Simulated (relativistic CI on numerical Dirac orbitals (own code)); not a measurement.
Calculated at this level of theory: Dirac-Coulomb-Breit CI, orbitals from a KLI potential per configuration, model QED (radiative potential, 1s self-energy scaled to tabulated hydrogen-like ionisation energies), unscaled Slater integrals (own radial code, finite nucleus).

The strongest absorption lines from the ground level of an ion, among the configurations computed and to levels below about 2600 eV (vacuum wavelength in Å, gf): 4.7922 (1.2), 5.1832 (0.32), 5.2080 (0.68), 5.3389 (0.64), 5.3427 (0.26), 5.3621 (0.37), 22.898 (1.6), 24.203 (0.54).

**Question.** Which ion is it?
A. Lu45+
B. Os50+
C. Pa65+
D. Tl55+

**Answer.** D. Tl55+ has 26 electrons and the ground level 3s²3p⁶3d⁸ ³F4; the strongest line goes to 3s²3p⁵3d⁹ ³D°3. The pattern of lines fixes the number of electrons, and along that sequence the line energies rise steadily with the charge (about as its square where n changes within one kind of shell, about linearly where n is kept but much faster in heavy ions where fine structure, which grows about as Z⁴, sets the gap, and irregularly where shells cross), which fixes Z. Configurations outside the model, such as inner-shell arrays, can give stronger lines. At this charge energies of transitions that change n are usually good to better than 1 %, and those within a shell (Δn = 0) to a few per cent.

LS names give the leading component of a level, which can be under half, so a name can repeat, a term be missing and a line seem to break the LS rules.
